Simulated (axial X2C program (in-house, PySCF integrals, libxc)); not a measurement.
Testing model relations on TiBr

A bond curve at the PBE0 level, two-component, was computed with an in-house relativistic program for diatomic molecules (basis Br dyall-v3z [8s9p6d1f], Ti dyall-v3z [10s10p6d3f2g] (cores contracted in-house)) for the state Ω = 3/2 (⟨Sz⟩ = -1.50, ⟨Lz⟩ = 3.00 at PBE0). Its fit gives Re = 2.4007 Å, ωe = 310.5 cm⁻¹, ωexe = 0.894 cm⁻¹ and αe = 4.025e-04 cm⁻¹; the masses are 78.9183 and 47.9479 u. Two-component means X2C with spin–orbit coupling and atomic mean-field Coulomb and Gaunt terms.

Q: Find the reduced mass, Be and the force constant.

A: From the PBE0 values: μ = 29.8264 u. Be = 16.8576/(μ Re²) = 0.09807 cm⁻¹. k = 5.8918×10⁻⁷ μ ωe² = 1.69 mdyn/Å.

Q: The dipole moment p changes by 4.74 D/Å at Re. What harmonic infrared intensity follows?

A: I = 42.256 × (dp/dR)²/μ = 32 km/mol.

Q: Where do the fundamental and the first overtone lie?

A: ν(1←0) = ωe − 2ωexe = 308.7 cm⁻¹; ν(2←0) = 2ωe − 6ωexe = 615.6 cm⁻¹.

Q: A Morse curve ties αe to the other constants (Pekeris). How well does that hold?

A: αe(Morse) = 6Be²/ωe × (√(ωexe/Be) − 1) = 3.753e-04 cm⁻¹; the PBE0 curve gives 4.025e-04 cm⁻¹, a ratio of 0.93.

Q: Estimate the centrifugal constant by the Kratzer relation.

A: D = 4Be³/ωe² = 3.91e-08 cm⁻¹.

Occupations by symmetry block were frozen at the best pattern of an incomplete PBE0 search. Density functionals use the spin component along the axis (collinear). Other states lie close and PBE0, whose exact exchange favours high spin, may order them wrongly; the determinant shown need not be the ground state. The nearest other 2c determinant of the search, Ω = 9/2, lies 0.06 eV up at the distance of the search. The functionals have no current-density term, which raises determinants with orbital currents, atoms included. With several unpaired electrons one determinant need not be a pure state.
